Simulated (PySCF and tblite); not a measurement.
The numbers below are computed, except where a source is named.
C₁₀H₁₀O₂, numbered as in [cH:1]1[cH:2][o:3][c:4](-[c:7]2[o:8][cH:9][c:10]([CH3:11])[cH:12]2)[c:5]1[CH3:6].

Free energies: PBE0-D3(BJ)/pcSseg-1 on GFN2-xTB structures plus GFN2-xTB thermal terms, symmetry and mirror images included. Conformers within 2.5 kcal/mol (GFN2-xTB free energy) were kept, 7 at most. Run with PySCF (density fitting) and tblite.

An NOE distance is ⟨r⁻⁶⟩^(−1/6) over all pairs of like atoms and, for the average, over conformers.

Torsions listed: O3–C4–C7–O8.

```json
{"conformer": "1", "shape": "180°", "weight %": "92.7"}
{"conformer": "2", "shape": "0°", "weight %": "7.3"}
```

Task: Which H–H contacts under 3.5 Å would NOEs report (pairs on one atom left out) at 298.15 K?

Result: 
```
       pair  in 1 (Å)  in 2 (Å)  average (Å)
  H1 ··· H2      2.72      2.72         2.72
  H1 ··· H6      3.08      3.05         3.08
 H9 ··· H11      3.15      3.15         3.15
H11 ··· H12      3.22      3.20         3.22
```

Longer pairs under the limit may be missing.


Conformer gaps in pcSseg-1 on xTB geometries can be 2 kcal/mol off for S=O, P=O and other polar bonds.